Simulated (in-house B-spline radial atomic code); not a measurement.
RPA and G0W0 on CAM-B3LYP: Se⁵⁺

Configuration [Ar] 3d10 4s1, highest spin, mean-field start CAM-B3LYP. Computed with a B-spline radial code for spherical atoms: all electrons, scalar-relativistic (spin-free one-electron X2C), finite nucleus, each spin shell either full or empty, empty states to l = 9 with an (l + 1/2)⁻⁴ tail; G0W0 by contour deformation at full frequency.

Command:
```bash
python run_gw.py task.json out
```
Settings (radii: box in bohr, nucleus in fm):
```
Z                        34
electrons                29
configuration            [Ar] 3d10 4s1
hamiltonian              x2c
method                   camb3lyp
lmax                     9
rms_radius               4.14
spin_polarised           True
box_radius               10.43
intervals                67
ion_configuration        [Ar] 3d10
```

Cost of the run: 6.9 s on 1 thread of Intel(R) Xeon(R) Platinum 8259CL CPU @ 2.50GHz (Skylake/Cascade Lake), with other jobs on the host.

Energies (hartree):

| term | value |
| --- | --- |
| mean-field total | -2423.66628 |
| Hartree-Fock functional on these orbitals | -2421.95986 |
| direct second order | -2.458 |
| second-order exchange | 0.72098 |
| SOSEX correction | 0.66933 |

(1) What is the RPA correlation energy, and what remains with SOSEX?

Quasi-particle levels (eV):

| level | occupied | mean field | Σx - vxc | Σc | QP weight | G0W0 |
| --- | --- | --- | --- | --- | --- | --- |
| 4s up | yes | -79.57 | -1.51 | ? | ? | ? |
| 3d down | yes | -127.35 | -12.29 | 2.64 | 0.954 | -137.00 |
| 3d up | yes | -127.63 | -12.31 | 2.62 | 0.907 | -137.33 |
| 4s down | no | -71.78 | 6.46 | -2.40 | 0.968 | -67.72 |

G0W0 = mean field + (Σx - vxc) + Σc, with Σc (partial-wave tail included) taken at the quasi-particle energy. Only the outer levels were computed. Levels of low weight are left out.

(2) Where does G0W0 put 4s up?

(3) What does it cost to remove one electron (to [Ar] 3d10) by differences of total energies, each species on its own start (correlation terms add to the Hartree-Fock functional)?

Answers

(1) RPA gives -2.1629 hartree (-2.03 eV per electron); RPA + SOSEX gives -1.4936, and the second-order doubles -1.737 hartree (no singles). SOSEX takes back 31 % of the RPA value.

(2) At -82.82 eV, with Σc = -1.73 eV and a quasi-particle weight of 0.979. The tabulated removal energy is 81.83 ± 0.03 eV (NIST, measured); the calculation leaves out spin-orbit coupling, Breit and QED terms, and what these don't explain is the method's own error.

(3) CAM-B3LYP 83.20 eV, Hartree-Fock functional 80.71 eV, + RPA 82.40 eV, + RPA + SOSEX 81.76 eV, + second order 82.17 eV. Tabulated: 81.83 ± 0.03 eV (NIST, measured); the calculation leaves out spin-orbit coupling, Breit and QED terms, and what these don't explain is the method's own error.
